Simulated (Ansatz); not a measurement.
Start from `[NH2][Zr]([OH])([F])[F]` and change one atom or group to get `[CH3][Zr]([NH2])([OH])[F]`.

Ansatz, PBE0-D4/def2-TZVP geometries, multiplicity 1. Each molecule was computed in one conformer, which needn't be the lowest.

Elements past krypton have def2 core potentials.

| property | `[NH2][Zr]([OH])([F])[F]` |
| --- | --- |
| HOMO–LUMO gap (B3LYP/def2-TZVPP) / eV | 6.72 |
| LUMO energy (B3LYP/def2-TZVPP) / eV | -0.77 |
| HOMO energy (PBE/def2-TZVPP) / eV | -6.29 |
| zero-point energy (PBE0-D4/def2-TZVP) / kJ/mol | 107.2 |
| LUMO energy (PBE/def2-TZVPP) / eV | -1.37 |
| HOMO–LUMO gap (PBE0/def2-TZVPP) / eV | 7.26 |

Question: What does the change do to each property? (Estimate.)

Answer: The calculation gave: 
| property | `[CH3][Zr]([NH2])([OH])[F]` | shift |
| --- | --- | --- |
| HOMO–LUMO gap (B3LYP/def2-TZVPP) / eV | 6.46 | -0.26 |
| LUMO energy (B3LYP/def2-TZVPP) / eV | -0.57 | 0.20 |
| HOMO energy (PBE/def2-TZVPP) / eV | -5.92 | 0.37 |
| zero-point energy (PBE0-D4/def2-TZVP) / kJ/mol | 192.3 | 85.1 |
| LUMO energy (PBE/def2-TZVPP) / eV | -1.24 | 0.13 |
| HOMO–LUMO gap (PBE0/def2-TZVPP) / eV | 6.97 | -0.29 |

With PBE0 the HOMO rises by 0.48 eV and the LUMO rises by 0.19 eV, so the gap narrows by about 0.29 eV. PBE moves the HOMO by 0.37 eV and ωB97M-V by 0.54 eV. The zero-point energy changes by 85.1 kJ/mol with +9 modes.

B3LYP here is the variant with VWN-RPA as its local correlation; programs differ in this.
